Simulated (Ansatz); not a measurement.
Diatomic Ag2, closed-shell singlet (the spin of the measured ground state). No spin–orbit coupling.

D_e counts from the fitted minimum to each atom's lowest state at the same level, without counterpoise. The singlet is restricted.

Correlated levels freeze the inner cores; with def2 sets outer-core shells near the valence are correlated too. CBS: X⁻³ extrapolation of the correlation energy, Hartree–Fock from the larger set.

The values were computed with Ansatz (Gaussian orbitals). Values without a source in brackets are computed. In def2 rows elements past Kr take small-core potentials, without spin–orbit coupling.

PBE/def2-TZVPP gives 1.788 eV for the bond energy D_e.

Task: How do the other levels lie against it? Give each less PBE: r2SCAN/def2-TZVPP, B3LYP/def2-TZVPP, wB97M-V/def2-TZVPP, CCSD(T)/CBS(def2-TZVPP, def2-QZVPP).

Result: r2SCAN/def2-TZVPP -0.027; B3LYP/def2-TZVPP -0.236; wB97M-V/def2-TZVPP -0.094; CCSD(T)/CBS(def2-TZVPP, def2-QZVPP) -0.076 eV. 0 of 4 lie above PBE; the widest gap is to B3LYP/def2-TZVPP.

Ansatz is an electronic-structure program.
